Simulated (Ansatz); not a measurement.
Species: BH2S, charge 0, doublet. BH2S (SMILES B[S], doublet).
B3LYP-D3(BJ)/def2-TZVP minimum from Ansatz (a quantum-chemistry and plane-wave program):
```xyz
4

B     -0.7545    -0.8580     0.1056
H     -0.3829    -1.9333     0.4709
H     -1.9065    -0.6700    -0.1504
S      0.3789     0.4308    -0.0530
```
Charge 0, spin multiplicity 2.

Total energies in aug-cc-pV(D+d)Z, 11 correlated electrons, 6 frozen orbitals. Radicals and triplets start from unrestricted determinants; spin-orbit coupling is neglected. Cores are frozen in correlated methods. No relativity.

```tsv
method	program	energy (Eh)	minus CCSDT(Q) (mEh)
HF	Ansatz	-423.38102	250.46
MP2	Ansatz	-423.58599	45.49
CCSD	Ansatz	-423.62142	10.07
CCSD(T)	Ansatz	-423.62969	1.80
CCSDT(Q)	Ansatz	-423.63149	0.00
```

Rough core times of Ansatz's runs on a shared machine: CCSD(T) under 20 s, CCSDT(Q) 4 min.
